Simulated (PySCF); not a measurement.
# Bond length, frequency and bond energy of CsSb⁺ by level of theory

State: ⁴Σ⁻ (quartet), unpaired electrons σ ↑, π ↑↑. Set-up: Cs def2-SVP with ECP46, Sb def2-SVP with ECP28; scalar-relativistic core potentials (PySCF 2.14). De refers to Cs⁺ + Sb in their high-spin ground configurations, without counterpoise correction. The functionals are run spin-unrestricted. A positive dipole points towards Sb; it is taken about the centre of mass and depends on that origin.

```tsv
Level	Re (Å)	ωe (cm⁻¹)	De (eV)	μ (D)
UHF	4.571	24.8	0.072	-9.24
UHF-MP2	4.327	32.2	0.112	n/a
UHF-SCS-MP2	4.369	30.7	0.103	n/a
UHF-CCSD	4.337	32.1	0.111	n/a
UHF-CCSD(T)	4.323	32.7	0.115	n/a
LDA	3.978	45.9	0.204	-7.16
PBE	4.215	35.0	0.139	-7.89
PBEsol	4.116	38.3	0.147	-7.62
BLYP	4.328	31.7	0.123	-8.14
r²SCAN	4.267	33.0	0.106	-8.28
PBE0	4.232	33.7	0.118	-8.10
HSE06	4.225	34.3	0.122	-8.05
```

(1) Which functional lies closest to UHF-CCSD(T) in De, which farthest, and by how much do they differ from it?

(2) What does a quarter of exact exchange do here, going from PBE to PBE0?

(3) What does the step from GGA to meta-GGA do here, going from PBE to r²SCAN?

Correlated steps freeze 4 core orbitals. The bond is weak. Basis-set superposition, not corrected here, can be much of De in a small basis, most of all at correlated wavefunction levels. These are scalar-relativistic numbers at best; spin–orbit coupling would shift them, the dissociation energy most. For an ion De counts to the pair picked by the measured ionisation energies or electron affinities, which need not be the lowest pair at this level. The state is the lowest determinant that a PBE0 search found; another state may lie lower at other levels.

The whole job (state search and all levels along the bond) took about 3.4 min on 1 thread of Oxide Virtual Turin-like (shared host), peak memory 0.59 GiB.

Answers

(1) Closest is PBE0 (-9.1 pm in Re, +3.1 % in ωe, +0.00 eV in De against UHF-CCSD(T) in the same basis), farthest LDA (-34.5 pm in Re, +40.4 % in ωe, +0.09 eV in De). CCSD(T) converges more slowly with the basis than the functionals do and binds too weakly in this one, so the order can change at the basis-set limit.

(2) PBE0 less PBE: +1.7 pm in Re, -3.7 % in ωe, -0.02 eV in De. Exact exchange removes part of the self-interaction that spreads semilocal densities, and in most molecules shortens and stiffens the bond and lowers De; here Re goes the other way.

(3) r²SCAN less PBE: +5.2 pm in Re, -5.7 % in ωe, -0.03 eV in De.
